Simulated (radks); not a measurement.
Spin polarisation of the 4f3 shell in Nd3+. Start: [Xe] 4f(up 1.5, down 1.5); electrons of 4f are moved from spin down to spin up, other shells keep equal spins. Calculated with a radial shooting solver on a logarithmic mesh with Libxc functionals: scalar-relativistic Kohn-Sham, r2SCAN, spin-polarised, spherical densities, finite nucleus; meta-GGA in the generalised Kohn-Sham scheme; Fermi nuclear charge, rms radius of each element as measured or else 0.836 A^(1/3) + 0.57 fm.

moment (Bohr magnetons)  E - E(0) (eV)  e(4f up) (eV)  e(4f down) (eV)  5p down minus up (eV)  5s down minus up (eV)  4d down minus up (eV)
0                                0.000        -30.216          -30.216                 0.000                  0.000                  0.000
0.75                            -0.141        -30.577          -29.826                  0.316                  0.426                  0.819
1.5                             -0.564        -30.909          -29.406                  0.633                  0.853                  1.638
2.25                            -1.268        -31.211          -28.958                  0.953                  1.283                  2.457
3                               -2.254        -31.483          -28.480                  1.277                  1.718                  3.275

At moment 3 the spin-polarisation energy is -2.254 eV and the 4f exchange splitting 3.002 eV, that is 1.001 eV per Bohr magneton; E = -I m^2/4 would give I = 1.002 eV.
